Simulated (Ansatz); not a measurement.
Cost and result for the atomization energy of `[ZnH][O][GeH3]` (7 atoms, 6 bonds).

The species carries charge 0 and has multiplicity 1. For Zn the d shell is correlated and the shells below it are frozen. Correlated methods include outer-core shells of Ge, which these sets cover unevenly. Scalar relativity is left out up to krypton. The structure was optimised at the PBE0-D4/def2-TZVP level. Program: Ansatz. All runs use 2 threads of an Intel Xeon Platinum 8488C on a shared host. Times are those of one run each, without the atoms' runs, and a repeat can differ threefold. Electronic energies, without spin–orbit coupling; frozen cores. CCSD(T)/CBS adds CCSD(T) − MP2 in def2-TZVPP to the MP2 limit, and its time is that of the two runs behind it. T1 = 0.016. With those shells the extrapolation isn't a true limit. HSE06 is the plane-wave form, built on full-range PBE exchange.

CCSD(T)/CBS is a level of theory with its own doubt, some kJ/mol a heavy atom from the limit and from the frozen cores, so smaller differences don't rank the functionals.

```
                           level  functions  wall time  atomization (kJ/mol)  difference from CCSD(T)/CBS  per bond
          LDA (SPW92)/def2-TZVPP        199      1.1 s                2044.3                        248.4      41.4
            revPBE-D4/def2-TZVPP        199      1.6 s                1718.8                        -77.1     -12.9
 PBE-D4/def2-TZVPP (with forces)        199      1.9 s                1765.8                        -30.1      -5.0
              PBE0-D4/def2-TZVPP        199      2.8 s                1741.2                        -54.7      -9.1
             BHLYP-D4/def2-TZVPP        199        3 s                1711.9                        -84.0     -14.0
             HSE06-D4/def2-TZVPP        199      3.2 s                1741.4                        -54.5      -9.1
                CCSD(T)/def2-SVP         97        4 s                1665.0                       -130.9     -21.8
           r2SCANh-D4/def2-TZVPP        199      4.1 s                1782.4                        -13.5      -2.3
               B2PLYP/def2-TZVPP        199      4.9 s                1754.8                        -41.1      -6.9
ωB97M-V/def2-TZVPP (with forces)        199       10 s                1772.5                        -23.4      -3.9
                  MP2/def2-QZVPP        366       17 s                1803.2                          7.3       1.2
              CCSD(T)/def2-TZVPP        199       73 s                1757.6                        -38.3      -6.4
               CCSD(T)/CBS(def2)          –       90 s                1795.9                          0.0       0.0
```

From BLYP to BHLYP (50 % exact exchange), in def2-TZVPP and without D4, the atomization energy moves by −20.6 kJ/mol: exact exchange takes away binding that semilocal exchange gives to molecules. At CCSD(T), def2-SVP lies −130.9 kJ/mol from the extrapolated value and def2-TZVPP −38.3 kJ/mol: correlation converges slowly with the basis, and small sets miss more of it in the bonded molecule than in its fragments. In def2-TZVPP, CCSD(T) changes the Hartree–Fock value by +518.8 kJ/mol (the triples alone add +26.3 kJ/mol) and MP2 by +539.8 kJ/mol; breaking electron pairs costs correlation energy, which Hartree–Fock lacks.
